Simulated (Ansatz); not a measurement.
Abridged output of a molecular run in Ansatz:

```
Functional definition: HF
1594 factors; integrals over basis functions are off by at most 1.6e-3 eV
mean field evaluation 1: about -6487.3984 eV, gradient 4.0e1 eV
mean field evaluation 2: about -6487.5665 eV, gradient 4.0e1 eV
mean field evaluation 4: about -6492.2794 eV, gradient 3.9e0 eV
mean field evaluation 8: about -6492.3342 eV, gradient 2.0e-1 eV
mean field evaluation 16: about -6492.1690 eV, gradient 4.9e-1 eV
mean field -6492.33432553 eV, -238.5888858009 hartree, gradient 6.9e-6 eV, S^2 0.000000; 0 other end points of the search recorded, 0 dependent functions left out
6 core orbitals not correlated: weight in the atoms' cores, before any rotation towards them, 1.000 or more for the frozen orbitals, at most 0.000 for the correlated occupied ones
reference -6492.33432553 eV, -238.5888858009 hartree; 19, 19 occupied and 129, 129 virtual orbitals, 1594 factors
second order -23.75378799 eV of doubles, -0.00000000 eV of singles
cycle   1  -25.32714022 eV  change    -1.6e0 eV  update   9.5e-2
cycle   2  -26.00028331 eV  change   -6.7e-1 eV  update   2.7e-2
cycle   3  -26.08227102 eV  change   -8.2e-2 eV  update   8.9e-3
cycle   4  -26.08381903 eV  change   -1.5e-3 eV  update   2.3e-3
cycle   5  -26.08472894 eV  change   -9.1e-4 eV  update   6.5e-4
cycle   6  -26.08478799 eV  change   -5.9e-5 eV  update   1.7e-4
cycle   7  -26.08477916 eV  change    8.8e-6 eV  update   5.2e-5
cycle   8  -26.08478973 eV  change   -1.1e-5 eV  update   1.7e-5
perturbative correction -0.74676633 eV, -0.0274431563 hartree
Total energy: -6519.16588159 eV, -239.5749272991 hartree
```

Its atoms:

Z-matrix (Å, degrees):
```
C
B 1 1.614
H 1 1.099 2 114.1
H 1 1.098 2 114.3 3 -123.9
H 1 1.095 2 109.1 3 117.9
N 2 1.666 1 106.9 3 50.1
C 2 1.611 1 114.3 3 171.7
H 2 1.225 1 111.5 3 -59.4
C 6 1.468 2 114.1 1 63.5
C 6 1.467 2 112.6 1 -168.6
H 6 1.017 2 102.6 1 -52.9
H 7 1.098 2 113.9 1 -52.8
H 7 1.095 2 108.2 1 64.5
H 7 1.096 2 115.2 1 -177.6
H 9 1.089 6 108.6 2 64.6
H 9 1.093 6 111.0 2 -175.2
H 9 1.088 6 109.2 2 -54.0
H 10 1.089 6 108.7 2 -66.1
H 10 1.088 6 108.7 2 52.1
H 10 1.093 6 111.0 2 173.7
```

Problem. Which basis set was used?
A. def2-SVP
B. def2-TZVPPD
C. cc-pV(Q+d)Z
D. def2-TZVPP

Solution. A. It gives 154 functions.

Problem. Write the keys of the input that set method, charge and spin (a neutral closed shell needs none for the last two).

Solution. 
```yaml
correlation: {method: ccsd_t}
```
